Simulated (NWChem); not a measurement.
All runs are NWChem calculations. System: silene (CH$_{4}$Si), charge 0, spin multiplicity 1, at a geometry optimised with PBE/def2-SVP. Level: G0W0@PBE/def2-TZVPP, RI basis def2-tzvpp-rifit.

The NWChem input:

```
start mol
memory heap 200 mb stack 700 mb global 1700 mb
geometry units angstroms nocenter noautoz
  C      0.000000     0.000000    -1.166452
  Si     0.000000     0.000000     0.555480
  H      0.933728     0.000000    -1.750482
  H     -0.933728     0.000000    -1.750482
  H     -1.260362     0.000000     1.361475
  H      1.260362     0.000000     1.361475
  symmetry group C2v
end
basis spherical
  * library def2-tzvpp
end
basis "ri basis" bse spherical
  * library def2-tzvpp-rifit
end
dft
  xc xpbe96 cpbe96
  iterations 100
  direct
  tolerances tight
end
task dft energy
gw
  states alpha occ 4 vir 2
end
task dft gw
```

Part of the output:

```
             Northwest Computational Chemistry Package (NWChem) 7.3.0
             --------------------------------------------------------

                                NWChem Input Module
                                -------------------

 Scaling coordinates for geometry "geometry" by  1.889725989
 (inverse scale =  0.529177249)

 Turning off AUTOSYM since
 SYMMETRY directive was detected!

                             Geometry "geometry" -> ""
                             -------------------------

 Output coordinates in angstroms (scale by  1.889725989 to convert to a.u.)

  No.       Tag          Charge          X              Y              Z
 ---- ---------------- ---------- -------------- -------------- --------------
    1 C                    6.0000     0.00000000     0.00000000    -1.16645200
    2 Si                  14.0000     0.00000000     0.00000000     0.55548000
    3 H                    1.0000     0.93372800     0.00000000    -1.75048200
    4 H                    1.0000    -0.93372800     0.00000000    -1.75048200
    5 H                    1.0000    -1.26036200     0.00000000     1.36147500
    6 H                    1.0000     1.26036200     0.00000000     1.36147500

 Effective nuclear repulsion energy (a.u.)      50.7978319522

            Nuclear Dipole moment (a.u.)
            ----------------------------
        X                 Y               Z
 ---------------- ---------------- ----------------
     0.0000000000     0.0000000000    -0.0000113384

      Symmetry information
      --------------------

 Group name             C2v
 Group number             16
 Group order               4
 No. of unique centers     4

      Symmetry unique atoms

     1    2    3    5


 Summary of "ao basis" -> "" (spherical)
 ------------------------------------------------------------------------------
       Tag                 Description            Shells   Functions and Types
 ---------------- ------------------------------  ------  ---------------------
 *                         def2-tzvpp                 on all atoms

 new library libraries.bse/

 Summary of "ri basis" -> "" (spherical)
 ------------------------------------------------------------------------------
       Tag                 Description            Shells   Functions and Types
 ---------------- ------------------------------  ------  ---------------------
 *                      def2-tzvpp-rifit              on all atoms

  pbe96 is a nonlocal functional; adding pw91lda local functional.

                                 NWChem DFT Module
                                 -----------------

 Summary of "ao basis" -> "ao basis" (spherical)
 ------------------------------------------------------------------------------
       Tag                 Description            Shells   Functions and Types
 ---------------- ------------------------------  ------  ---------------------
 C                         def2-tzvpp               11       31   5s3p2d1f
 Si                        def2-tzvpp               14       42   5s5p3d1f
 H                         def2-tzvpp                6       14   3s2p1d

 Summary of "ao basis" -> "ao basis" (spherical)
 ------------------------------------------------------------------------------
       Tag                 Description            Shells   Functions and Types
 ---------------- ------------------------------  ------  ---------------------
 C                         def2-tzvpp               11       31   5s3p2d1f
[...]
  ----- ------------  ---------------      ----- ------------  ---------------
    47      0.310558  2 Si py                 7      0.304943  1 C  py
    10      0.265632  1 C  py                13      0.201020  1 C  py
    50      0.197340  2 Si py                38     -0.116088  2 Si py
    44      0.111364  2 Si py                41     -0.054076  2 Si py
    58     -0.035257  2 Si d -1

 Vector   13  Occ=0.000000D+00  E=-7.852018D-02  Symmetry=b2
              MO Center= -2.1D-18, -1.8D-15,  1.7D-01, r^2= 3.4D+00
   Bfn.  Coefficient  Atom+Function         Bfn.  Coefficient  Atom+Function
  ----- ------------  ---------------      ----- ------------  ---------------
    50      0.552790  2 Si py                13     -0.395208  1 C  py
    47      0.375442  2 Si py                 7     -0.280954  1 C  py
    10     -0.226200  1 C  py                38     -0.124207  2 Si py
    44      0.123787  2 Si py                63      0.094213  2 Si d -1
    58      0.066303  2 Si d -1              41     -0.056724  2 Si py

 Vector   14  Occ=0.000000D+00  E=-3.753297D-03  Symmetry=a1
              MO Center= -1.1D-14,  1.5D-15,  8.1D-01, r^2= 4.4D+00
   Bfn.  Coefficient  Atom+Function         Bfn.  Coefficient  Atom+Function
  ----- ------------  ---------------      ----- ------------  ---------------
    36      2.677615  2 Si s                  5     -1.404388  1 C  s
   104     -0.824964  5 H  s                118     -0.824964  6 H  s
    14     -0.687280  1 C  pz                51     -0.507567  2 Si pz
     4     -0.401064  1 C  s                 35      0.304880  2 Si s
    34     -0.239082  2 Si s                103     -0.169229  5 H  s

 Vector   15  Occ=0.000000D+00  E= 9.335140D-03  Symmetry=a1
              MO Center= -6.2D-14, -8.1D-16,  5.0D-01, r^2= 5.8D+00
   Bfn.  Coefficient  Atom+Function         Bfn.  Coefficient  Atom+Function
  ----- ------------  ---------------      ----- ------------  ---------------
     5      2.591488  1 C  s                 51      1.797527  2 Si pz
   104     -0.802234  5 H  s                118     -0.802234  6 H  s
    76     -0.653246  3 H  s                 90     -0.653246  4 H  s
    36     -0.466604  2 Si s                 48      0.433302  2 Si pz
    14      0.290367  1 C  pz                 4      0.199943  1 C  s

 center of mass
 --------------
 x =   0.00000000 y =   0.00000000 z =   0.03259593

 moments of inertia (a.u.)
 ------------------
         124.484810468857           0.000000000000           0.000000000000
           0.000000000000         142.194523086411           0.000000000000
           0.000000000000           0.000000000000          17.709712617555

     Multipole analysis of the density
     ---------------------------------

     L   x y z        total         alpha         beta         nuclear
     -   - - -        -----         -----         ----         -------
     0   0 0 0     -0.000000    -12.000000    -12.000000     24.000000

     1   1 0 0     -0.000000     -0.000000     -0.000000      0.000000
     1   0 1 0     -0.000000     -0.000000     -0.000000      0.000000
     1   0 0 1      0.239093      0.119552      0.119552     -0.000011

     2   2 0 0    -15.313769    -16.442990    -16.442990     17.572210
     2   1 1 0     -0.000000     -0.000000     -0.000000      0.000000
     2   1 0 1     -0.000000     -0.000000     -0.000000      0.000000
     2   0 2 0    -17.153217     -8.576609     -8.576609      0.000000
     2   0 1 1      0.000000      0.000000      0.000000      0.000000
     2   0 0 2    -15.104777    -47.403818    -47.403818     79.702859

 Task  times  cpu:       13.5s     wall:       13.5s

                                NWChem Input Module
                                -------------------

                                 NWChem GW Module
                                 ----------------

                             ***********************
                             ***        GW       ***
                             ***********************

 Summary of "ri basis" -> "ri basis" (spherical)
 ------------------------------------------------------------------------------
       Tag                 Description            Shells   Functions and Types
 ---------------- ------------------------------  ------  ---------------------
 C                      def2-tzvpp-rifit            22       76   8s6p4d3f1g
 Si                     def2-tzvpp-rifit            33      123   11s8p7d5f2g
 H                      def2-tzvpp-rifit            10       30   4s3p2d1f

                 Memory Information
                 ------------------
          Available GA per process is          1699.9 MBs
          Available stack per process is        700.0 MBs
          Available heap per process is           0.0 MBs

          Peak memory in Initialization
              Peak GA per process is                  5.3 MBs
              Peak stack per process is               0.2 MBs
              Peak heap per process is                5.6 MBs
              Memory not in MA per process            0.0 MBs

          Peak memory in AFF Calculation
              Peak GA per process is                 22.8 MBs
              Peak stack per process is              15.0 MBs
              Peak heap per process is                0.0 MBs
              Memory not in MA per process           15.0 MBs

          Computing 2-center integrals
          Computing Inverse Cholesky factor
          Computing 3-center integrals
          Computing V_xc ...

          Computing Sigma_x
          Computing RPA polarizability
          Solving quasiparticle equations

                  Alpha Orbitals
          State     Energy (eV)     Error (eV)
          -----------------------------------
@GW         9        -13.107           0.005
@GW        10        -11.885           0.002
@GW        11        -12.017           0.002
@GW        12         -8.407           0.002
@GW        13          0.592           0.002
@GW        14          2.402           0.002

   Applying  -2.7674 eV scissor-shift to rest of particle states

   Applying   2.7282 eV scissor-shift to rest of hole states

     GW Timing Statistics
   ------------------------
   Init.   :          0.1s
     ERIs  :          1.6s
     Distr.:          0.0s
     Vxc   :          0.2s
   Sigma_x :          0.0s
   RPA     :          0.7s
   Wmn     :          0.0s
   Sigma_c :          0.0s
   GW total:          2.8s

 Task  times  cpu:        2.8s     wall:        2.8s

 Total times  cpu:       16.4s     wall:       16.4s
```
